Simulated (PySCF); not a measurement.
C7H8O2S, SMILES COc1ccc(C(C)=O)s1 (GFN2-xTB optimised geometry):

```
18

C     -2.371    -2.638    -0.003
O     -0.973    -2.819     0.001
C     -0.216    -1.718     0.000
C      1.158    -1.718     0.000
C      1.689    -0.424     0.000
C      0.736     0.565     0.000
C      0.857     2.010     0.004
C      2.270     2.549     0.003
O     -0.118     2.734     0.007
S     -0.871    -0.115     0.000
H     -2.806    -3.635     0.002
H     -2.697    -2.084     0.883
H     -2.692    -2.095    -0.898
H      1.739    -2.621     0.000
H      2.745    -0.226     0.000
H      2.795     2.212    -0.888
H      2.806     2.191     0.878
H      2.239     3.635     0.015
```

Calculation: PBE0/def2-SVP (PySCF).

### Question
What are the frontier orbital energies and the dipole moment?

### Answer
HOMO-2 -7.60 eV, HOMO-1 -7.10 eV, HOMO -6.39 eV, LUMO -1.35 eV, LUMO+1 0.81 eV; dipole moment 2.97 D.

Meta-Löwdin charges at PBE0/def2-SVP: C1 -0.09, O2 -0.30, C3 0.11, C4 -0.19, C5 -0.10, C6 -0.18, C7 0.35, C8 -0.35, O9 -0.43, S10 0.23, H11 0.13, H12 0.11, H13 0.11, H14 0.12, H15 0.12, H16 0.12, H17 0.12, H18 0.12.
